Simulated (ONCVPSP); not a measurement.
# nickel: excitation energies, all-electron against ONCV

- Element: Ni (Z = 28)
- Generator: ONCVPSP 4.0.1
- Type: optimised norm-conserving Vanderbilt (ONCV)
- Functional: LDA (Perdew-Wang 92)
- Relativity: scalar-relativistic
- Frozen core: [Ar]
- Valence charge: 10
- Reference configuration: 3d8 4s2
- Partial waves: 4s: rc 1.80 bohr, ncon 4, nbas 7, qcut 3.9 1/bohr, 2 projectors, debl 2.5 Ha; p scattering state at 0.02 Ha: rc 1.60 bohr, ncon 5, nbas 9, qcut 4.9 1/bohr, local; 3d: rc 1.65 bohr, ncon 4, nbas 9, qcut 8.5 1/bohr, 2 projectors, debl 2.6 Ha
- Local potential: the p channel
- Core correction: Teter function, fcfact 4, rcfact 1.5

Energies are relative to the spin-unpolarised reference configuration 3d8 4s2; without spin polarisation the order of configurations can differ from experiment.

| valence configuration | charge | ΔE all-electron (eV) | error AE − PS (meV) |
| --- | --- | --- | --- |
| 3d8 4s1 | +1 | 9.594 | +1.3 |
| 3d8 4s0 | +2 | 27.247 | +14 |
| 3d7 4s0 | +3 | 65.051 | +87 |

What are ΔE and the potential's error for 3d8 4s1.5?

ΔE = 3.840 eV all-electron; the error (AE − PS) is 0.0 meV.

Levels in the configuration 3d8 4s1.5:

```json
{"level": "3d", "all-electron (eV)": "-13.506", "pseudo (eV)": "-13.500"}
{"level": "4s", "all-electron (eV)": "-9.551", "pseudo (eV)": "-9.549"}
```

Note: no bound ghost flagged; GHOST(+) flagged for s at 51.0 eV.
